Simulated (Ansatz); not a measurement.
`CC[O][In]([CH3])[Cl]` → `C[O][In]([CH3])[Cl]` + `[CH2]` (triplet)  (formal loss of a carbene)

Isolated molecules relaxed with PBE0-D4/def2-TZVP in Ansatz; ΔE leaves out vibrations. CBS: MP2 limit from def2 TZ/QZ plus the TZ coupled-cluster correction, frozen cores. This one scheme is used for every species. Functionals use def2-TZVPP. B3LYP here is the variant with VWN-RPA as its local correlation; programs differ in this. Triplets are unrestricted, without spin–orbit coupling. Elements past krypton have def2 core potentials. For In outer-core shells are correlated without core-valence functions, which leaves a few kJ/mol of doubt a bond. One conformer a species, not always the lowest.

CCSD(T)/CBS gives +108.1 kcal/mol.

(1) Another level gave +103.1 kcal/mol. Which?
A. B3LYP/def2-TZVPP
B. CCSD(T)/def2-TZVPP
C. r2SCAN/def2-TZVPP
D. SCS-MP2/def2-TZVPP

Largest T1 diagnostic among the species: 0.014.

## Answers

(1) A. B3LYP 103.1, r2SCAN 102.0, CCSD(T)/def2-TZVPP 105.5, SCS-MP2/def2-TZVPP 108.4 kcal/mol.

In def2-TZVPP, CCSD(T) changes the Hartree–Fock value by +33.4 kcal/mol (the triples alone add +2.8 kcal/mol) and MP2 by +36.5 kcal/mol. The D4 term adds +2.8 kcal/mol with B3LYP and +1.6 kcal/mol with PBE0; it sums over pairs of atoms, weighted by their polarisabilities, and B3LYP, whose exchange is more repulsive, gets the larger term.
